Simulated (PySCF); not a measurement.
A structure optimised at PBE-D3(BJ)/def2-SVP, used in a PySCF frequency run:

```
C
H 1 1.1061
H 1 1.1148 2 108.12
B 1 1.5899 2 112.72 3 -119.12
O 4 1.3746 1 123.34 2 -171.33
H 5 0.9887 4 112.48 1 7.82
O 4 1.3766 5 117.97 6 -170.66
H 7 0.9760 4 109.41 5 0.86
O 6 1.8640 5 151.64 4 32.13
H 9 0.9702 6 130.00 5 127.40
Al 9 1.7377 10 124.39 6 134.45
O 11 1.7186 9 116.53 10 1.67
H 12 0.9697 11 123.28 9 -177.99
```

Q: Write its SMILES and formula.

A: OB(O)[CH2][Al]([OH])[OH], CH6AlBO4

Q: What are its rotational constants (standard atomic weights)?

A: 3.7449, 1.2517, 1.0257 GHz
